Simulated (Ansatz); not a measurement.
`BOCBS` and `BOCC` differ in one atom or group.

Ansatz, PBE0-D4/def2-TZVP geometries, multiplicity 1. Each molecule was computed in one conformer, which needn't be the lowest.

```
                                        property  `BOCBS`
            HOMO–LUMO gap (PBE0/def2-TZVPP) / eV     7.28
              HOMO energy (PBE0/def2-TZVPP) / eV    -8.36
             HOMO–LUMO gap (PBE/def2-TZVPP) / eV     5.04
               LUMO energy (PBE/def2-TZVPP) / eV    -2.05
size of the dipole moment (B3LYP/def2-TZVPP) / D     2.06
           LUMO energy (ωB97M-V/def2-TZVPP) / eV     0.91
```

What does the change do to each property? (An estimate is asked.)

Ansatz gave: 
| property | `BOCC` | shift |
| --- | --- | --- |
| HOMO–LUMO gap (PBE0/def2-TZVPP) / eV | 8.21 | 0.93 |
| HOMO energy (PBE0/def2-TZVPP) / eV | -8.52 | -0.16 |
| HOMO–LUMO gap (PBE/def2-TZVPP) / eV | 5.73 | 0.69 |
| LUMO energy (PBE/def2-TZVPP) / eV | -1.31 | 0.74 |
| size of the dipole moment (B3LYP/def2-TZVPP) / D | 1.78 | -0.28 |
| LUMO energy (ωB97M-V/def2-TZVPP) / eV | 1.51 | 0.60 |

With PBE0 the HOMO falls by 0.16 eV and the LUMO rises by 0.76 eV, so the gap widens by about 0.92 eV. PBE moves the HOMO by 0.05 eV and ωB97M-V by -0.34 eV. Dipoles are sizes alone; their direction can turn.

B3LYP here is the variant with VWN-RPA as its local correlation; programs differ in this.
